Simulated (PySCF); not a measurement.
## Telling isomers of C₄H₁₀OSi₃ apart by NMR

No solvent, a single conformation, non-relativistic Hamiltonian, averaged over atoms made equivalent by symmetry, fast rotation or ring inversion. GIAO PBE0/pcSseg-1 shieldings; GFN2-xTB geometry; PySCF 2.14.

References, each an isolated molecule treated in the same way: ¹H, ¹³C against TMS. Where no couplings were computed, multiplicities follow the n + 1 count of equivalent neighbours, and m marks all less simple cases (inequivalent or close neighbours, rings, F or P nearby). Shifts are as computed. Against solution values, carbons near 30 ppm lie about +3 ppm off and those near 130 ppm about +5 ppm. Of 1211 compounds with measured shifts, 218 miss one by over three times the rms of a fit or turn the order of signals round; such compounds aren't used in these exercises.

(1) Tabulate the signals of `C[Si@@H]1C=C(C=O)[Si@@H]1[SiH3]`, `[SiH3][SiH]([SiH3])c1ccco1`, `C#C[SiH2]C([SiH3])([SiH3])C=O` and their relative energies.

(2) What is the quickest way to tell C[Si@@H]1C=C(C=O)[Si@@H]1[SiH3] from C#C[SiH2]C([SiH3])([SiH3])C=O?

(3) What is the quickest way to tell C[Si@@H]1C=C(C=O)[Si@@H]1[SiH3] from [SiH3][SiH]([SiH3])c1ccco1?

(4) What is the quickest way to tell [SiH3][SiH]([SiH3])c1ccco1 from C#C[SiH2]C([SiH3])([SiH3])C=O?

## Answers

(1) 
| SMILES | carbon types | δC | δH | E rel. (kcal/mol) |
| --- | --- | --- | --- | --- |
| C[Si@@H]1C=C(C=O)[Si@@H]1[SiH3] | 1×C 2×CH 1×CH3 | 199.0, 180.6, 173.9, -1.9 | 10.00 (s, 1H), 8.19 (d, 1H), 5.25 (m, 1H), 4.79 (m, 1H), 3.74 (d, 3H), 0.50 (d, 3H) | 3.5 |
| [SiH3][SiH]([SiH3])c1ccco1 | 1×C 3×CH | 155.0, 153.9, 129.4, 117.2 | 7.90 (m, 1H), 7.05 (m, 1H), 6.66 (m, 1H), 4.63 (sept, 1H), 3.57 (d, 6H) | 0.0 |
| C#C[SiH2]C([SiH3])([SiH3])C=O | 2×C 2×CH | 209.3, 105.8, 88.5, 29.7 | 9.67 (s, 1H), 4.72 (d, 2H), 4.19 (s, 6H), 1.99 (t, 1H) | 31.4 |

Energies are electronic energies at PBE0/pcSseg-1 on these geometries, without zero-point or thermal terms, each for the one conformer computed, which needn't be the lowest.

(2) Both give the same number of carbon signals, but DEPT or the intensities differ. The first has an α carbon of a C=C–C=O unit (C) at 173.9 ppm, the second a terminal alkyne carbon (CH) at 105.8 ppm. Their most deshielded carbons lie at 199.0 and 209.3 ppm.

(3) Both give the same number of carbon signals, but DEPT or the intensities differ. The first has a methyl carbon bonded to Si (CH3) at -1.9 ppm, the second an aromatic CH at 117.2 ppm. Their most deshielded carbons lie at 199.0 and 155.0 ppm. In the proton spectra the most deshielded non-exchanging signals are 10.00 (s, 1H) and 7.90 (m, 1H).

(4) Both give the same number of carbon signals, but DEPT or the intensities differ. The first has a substituted aromatic carbon next to the ring oxygen (C) at 153.9 ppm, the second an alkyne carbon (C) at 88.5 ppm. Their most deshielded carbons lie at 155.0 and 209.3 ppm. In the proton spectra the most deshielded non-exchanging signals are 7.90 (m, 1H) and 9.67 (s, 1H).
